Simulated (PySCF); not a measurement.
# Correlation energy of Cd³²⁺ (cadmium, charge +32)

[Ne] 3s2 3p4, high-spin 3P determinant. All numbers are calculated (PySCF 2.14, the spin-free X2C one-electron Hamiltonian (Gaussian nucleus), in an even-tempered Gaussian basis (18 s from 4.4 bohr⁻², ratio 2.5; 12 p from 5.7 bohr⁻², ratio 2.5; 5 d from 27 bohr⁻², ratio 2.7; 4 f from 41 bohr⁻², ratio 2.7)). Frozen: 1s2; 14 electrons correlated; the 21 highest virtual orbitals of each spin left out.

```json
{"level": "CCSD", "correlation energy (mhartree)": "-576.59"}
{"level": "(T)", "correlation energy (mhartree)": "-1.40"}
{"level": "CCSD(T)", "correlation energy (mhartree)": "-577.99"}
```

Diagnostics: T1 = 0.00080, D1 = 0.0037, largest double amplitude 0.022.

Spin-orbit coupling is strong in this species (close to jj coupling), so the high-spin LS determinant is a model state, not a physical level.

Cost of the coupled-cluster step: of the order of 90 core-seconds, for 14 correlated electrons.

Iterations:

```
CC2 = 0
CCSD nocc = (np.int64(8), np.int64(6)), nmo = (85, 85)
frozen orbitals [[0, 86, 87, 88, 89, 90, 91, 92, 93, 94, 95, 96, 97, 98, 99, 100, 101, 102, 103, 104, 105, 106], [0, 86, 87, 88, 89, 90, 91, 92, 93, 94, 95, 96, 97, 98, 99, 100, 101, 102, 103, 104, 105, 106]]
max_cycle = 100
direct = 0
conv_tol = 1e-08
conv_tol_normt = 1e-06
diis_space = 8
diis_start_cycle = 0
Init t2, MP2 energy = -0.560300570758696
Init E_corr(UCCSD) = -0.560300570759138
cycle = 1  E_corr(UCCSD) = -0.573303738412373  dE = -0.0130031677  norm(t1,t2) = 0.0102335
cycle = 2  E_corr(UCCSD) = -0.575937060750409  dE = -0.00263332234  norm(t1,t2) = 0.00222985
cycle = 3  E_corr(UCCSD) = -0.576596674584883  dE = -0.000659613834  norm(t1,t2) = 0.000525586
cycle = 4  E_corr(UCCSD) = -0.576589057586625  dE = 7.61699826e-06  norm(t1,t2) = 2.53707e-05
cycle = 5  E_corr(UCCSD) = -0.576589039362577  dE = 1.82240486e-08  norm(t1,t2) = 1.38743e-06
cycle = 6  E_corr(UCCSD) = -0.576589093527246  dE = -5.41646694e-08  norm(t1,t2) = 1.1356e-07
cycle = 7  E_corr(UCCSD) = -0.576589091092516  dE = 2.4347302e-09  norm(t1,t2) = 1.1188e-08
UCCSD converged
E(UCCSD) = -4811.717520202596  E_corr = -0.5765890910925161
UCCSD(T) correction = -0.00139878963953239
```

At this charge the one-electron X2C treatment keeps the bare 1/r₁₂, with no two-electron picture change or Breit term. The effect here is smaller than on the frozen 1s shell; and a scalar Hamiltonian misses the large spin-orbit splitting of the p shells, which matters for ns² → np² pairs.

Spin-orbit coupling is strong in this species, so the high-spin LS determinant is a model state.
